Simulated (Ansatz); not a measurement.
`N#CC(F)(F)F` and `C[SiH2]OC(F)(F)F` differ in one atom or group.

Ansatz, PBE0-D4/def2-TZVP geometries, multiplicity 1. Each molecule was computed in one conformer, which needn't be the lowest.

| property | `N#CC(F)(F)F` |
| --- | --- |
| HOMO energy (PBE0/def2-TZVPP) / eV | -11.13 |
| HOMO energy (ωB97M-V/def2-TZVPP) / eV | -13.51 |
| HOMO energy (PBE/def2-TZVPP) / eV | -9.62 |
| HOMO–LUMO gap (ωB97M-V/def2-TZVPP) / eV | 15.07 |
| LUMO energy (B3LYP/def2-TZVPP) / eV | -1.09 |
| LUMO energy (PBE0/def2-TZVPP) / eV | -0.79 |

Give the same properties after the change, and the shifts. (An estimate is asked.)

Computed: 
| property | `C[SiH2]OC(F)(F)F` | shift |
| --- | --- | --- |
| HOMO energy (PBE0/def2-TZVPP) / eV | -9.31 | 1.82 |
| HOMO energy (ωB97M-V/def2-TZVPP) / eV | -11.60 | 1.91 |
| HOMO energy (PBE/def2-TZVPP) / eV | -7.83 | 1.79 |
| HOMO–LUMO gap (ωB97M-V/def2-TZVPP) / eV | 13.62 | -1.45 |
| LUMO energy (B3LYP/def2-TZVPP) / eV | 0.15 | 1.24 |
| LUMO energy (PBE0/def2-TZVPP) / eV | 0.38 | 1.17 |

With PBE0 the HOMO rises by 1.82 eV and the LUMO rises by 1.17 eV, so the gap narrows by about 0.65 eV. PBE moves the HOMO by 1.79 eV and ωB97M-V by 1.91 eV.

B3LYP here is the variant with VWN-RPA as its local correlation; programs differ in this.
